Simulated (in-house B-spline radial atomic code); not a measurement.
Ionising Si⁵⁺ with different functionals

Computed with an all-electron radial atomic-structure program (B-spline basis): scalar-relativistic (spin-free X2C) Hamiltonian, Fermi nucleus of rms radius 3.1224 fm, spin-polarised at highest spin, spherical fractional occupations for the functionals, and exact exchange of hybrids averaged over the configuration. The ionisation energy is the difference of two self-consistent energies, [He] 2s2 2p5 → [He] 2s2 2p4, without Breit or QED terms; ε is the level of the shell that loses the electron (its least bound occupied spin orbital).

| method | rung | ΔSCF (eV) | -ε(2p) (eV) |
| --- | --- | --- | --- |
| PBE0 | global hybrid | 205.63 | 191.54 |
| B3LYP | global hybrid | 205.93 | 190.70 |
| TPSSh | global hybrid | 205.85 | 188.55 |
| BHandHLYP | global hybrid | 205.51 | 196.96 |
| r2SCAN0 | global hybrid | 205.92 | 192.29 |
| B97-1 | global hybrid | 205.73 | 190.75 |
| HSE06 | range-separated hybrid | 205.68 | 191.12 |
| wB97X | range-separated hybrid | 205.59 | 193.21 |
| CAM-B3LYP | range-separated hybrid | 205.82 | 192.66 |
| LC-wPBE | range-separated hybrid | 205.92 | 192.15 |

**Question.** Among the functionals, which spreads more, the ΔSCF values or the orbital energies?

**Answer.** The orbital energies: ΔSCF values span about 0.42 eV and the orbital energies 8.41 eV; here energy differences depend much less on the functional than eigenvalues do.

**Question.** How do they compare with the NIST value?

**Answer.** NIST lists 205.28 eV ± 0.005 (semi-empirical, ground level to ground level). Errors run from +0.23 to +0.65 eV; BHandHLYP is closest (+0.23 eV), but part of that can be cancellation, since the calculations leave out spin-orbit coupling, Breit-QED terms, multiplet and fine-structure energies.
